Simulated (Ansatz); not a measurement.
F2Sn (SMILES [F][Sn][F]) moved off its minimum; all values from Ansatz (a program for electronic structure), cores frozen in correlated methods. Elements past Kr take the def2 small-core potentials, without spin–orbit coupling.
(charge 0, multiplicity 1)
```xyz
3

Sn     0.0416     0.0061     0.3574
F      0.6611     1.3082    -0.9887
F     -0.8325    -1.1905    -0.9497
```

Forces at PBE/def2-TZVPP (eV/Å):

```json
[
 {"atom": "Sn1", "Fx": "-0.064", "Fy": "-0.018", "Fz": "-0.446"},
 {"atom": "F2", "Fx": "-0.045", "Fy": "-0.117", "Fz": "0.206"},
 {"atom": "F3", "Fx": "0.110", "Fy": "0.135", "Fz": "0.240"}
]
```

**Question.** Give the forces (eV/Å), the total energy and the dipole at CCSD(T)/def2-TZVPPD.

**Answer.** 
```
atom      Fx      Fy      Fz
----  ------  ------  ------
Sn1   -0.117   0.005  -1.001
F2    -0.195  -0.423   0.488
F3     0.312   0.418   0.512
```
Energy -413.0264 hartree, dipole 4.06 D.
